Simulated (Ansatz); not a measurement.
Abridged output of a molecular run in Ansatz:

```
Functional definition: HF
1491 factors; integrals over basis functions are off by at most 1.2e-3 eV
mean field evaluation 1: about -12255.1669 eV, gradient 4.3e1 eV
mean field evaluation 2: about -12255.4364 eV, gradient 4.3e1 eV
mean field evaluation 4: about -12259.7427 eV, gradient 5.4e0 eV
mean field evaluation 8: about -12259.8605 eV, gradient 6.0e-1 eV
mean field evaluation 16: about -12259.8641 eV, gradient 3.0e-6 eV
mean field -12259.86409419 eV, -450.5416954273 hartree, gradient 2.9e-6 eV, S^2 0.000000; 0 other end points of the search recorded, 0 dependent functions left out
9 core orbitals not correlated: weight in the atoms' cores, before any rotation towards them, 1.000 or more for the frozen orbitals, at most 0.000 for the correlated occupied ones
reference -12259.86409419 eV, -450.5416954273 hartree; 14, 14 occupied and 227, 227 virtual orbitals, 1491 factors
second order -23.32145036 eV of doubles, -0.00000000 eV of singles
cycle   1  -23.40922326 eV  change   -8.8e-2 eV  update   1.2e-1
cycle   2  -24.03622339 eV  change   -6.3e-1 eV  update   3.8e-2
cycle   3  -24.20598571 eV  change   -1.7e-1 eV  update   2.1e-2
cycle   4  -24.19029482 eV  change    1.6e-2 eV  update   5.5e-3
cycle   5  -24.18747821 eV  change    2.8e-3 eV  update   2.5e-3
cycle   6  -24.18865167 eV  change   -1.2e-3 eV  update   8.3e-4
cycle   7  -24.18822311 eV  change    4.3e-4 eV  update   2.8e-4
cycle   8  -24.18805874 eV  change    1.6e-4 eV  update   8.8e-5
cycle   9  -24.18807987 eV  change   -2.1e-5 eV  update   3.7e-5
cycle  10  -24.18809285 eV  change   -1.3e-5 eV  update   1.2e-5
perturbative correction -1.02804090 eV, -0.0377798063 hartree
Total energy: -12285.08022795 eV, -451.4683712506 hartree
```

Its atoms:

Z-matrix (Å, degrees):
```
N
Al 1 1.964
C 1 1.492 2 69.7
H 1 1.023 2 119.2 3 98.3
H 1 1.011 2 125.8 3 -106.3
H 2 1.583 1 110.8 3 103.8
H 2 1.577 1 113.0 3 -106.9
C 3 1.439 1 111.4 2 112.6
H 3 1.085 1 115.7 2 -108.7
O 8 1.219 3 123.2 1 -5.6
H 8 1.106 3 115.6 1 176.9
```

Question: Which basis set was used?
A. cc-pV(Q+d)Z
B. def2-QZVPP
C. def2-TZVPP
D. def2-TZVPPD

Answer: C. It gives 250 functions.

Question: Write the keys of the input that set method, charge and spin (a neutral closed shell needs none for the last two).

Answer: 
```yaml
correlation: {method: ccsd_t}
```
